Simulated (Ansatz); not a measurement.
Isolated molecules relaxed with PBE0-D4/def2-TZVP in Ansatz; ΔE leaves out vibrations. CCSD(T)/CBS adds triple-zeta CCSD(T) − MP2 to the extrapolated MP2 energy (def2 sets, frozen cores). This one scheme is used for every species. Functionals use def2-TZVPP. B3LYP here is the variant with VWN-RPA as its local correlation; programs differ in this. One conformer a species, not always the lowest.

Consider the hydrogenolysis of the Si–B bond: `B[SiH](C)CC` + H₂ → `CC[SiH2]C` + BH₃.

CCSD(T)/CBS gives -0.42 eV.

**Question.** Another level gave -0.46 eV. Which?
A. ωB97M-V/def2-TZVPP
B. B3LYP/def2-TZVPP
C. PBE0/def2-TZVPP
D. PBE0-D4/def2-TZVPP

**Answer.** A. ωB97M-V -0.46, B3LYP -0.52, PBE0 -0.41, PBE0-D4 -0.36 eV.

Largest T1 diagnostic among the species: 0.010.

The D4 term adds +0.08 eV with B3LYP and +0.04 eV with PBE0; it sums over pairs of atoms, weighted by their polarisabilities, and B3LYP, whose exchange is more repulsive, gets the larger term. From PBE to PBE0 (25 % exact exchange), in def2-TZVPP and without D4, ΔE moves by −0.07 eV.
